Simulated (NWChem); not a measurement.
System: SnH4O2; SMILES [OH][SnH2][OH]

NWChem input:

```
start job
memory heap 200 mb stack 900 mb global 1100 mb
geometry units angstroms noautoz
  Sn     0.000000     0.000000     0.230034
  O      1.607604     0.047843    -0.932563
  O     -1.607604    -0.047843    -0.932563
  H      0.109359     1.461370     1.102539
  H     -0.109359    -1.461370     1.102539
  H      1.685368    -0.741143    -1.481219
  H     -1.685368     0.741143    -1.481219
end
basis spherical
  * library def2-svp
end
ecp
  Sn library def2-ecp
end
dft
  xc xpbe96 cpbe96
  iterations 150
  vectors input atomic output neutral.movecs
end
task dft energy
charge 1
dft
  odft
  mult 2
  vectors input atomic output cation.movecs
end
task dft energy
```

Geometry: optimised at PBE0/def2-SVP. Not confirmed as a minimum by frequencies. def2 effective core potentials on Sn; no spin-orbit coupling.

Ions are spin-unrestricted doublets at the neutral geometry; other ion states weren't tried.

Problem. What results follow from this input? (PBE/def2-SVP with def2 effective core potentials on Sn, vertical spin-unrestricted ions.) Quantities: −ε(HOMO) (eV).

Solution. 
- −ε(HOMO) (eV): 6.45
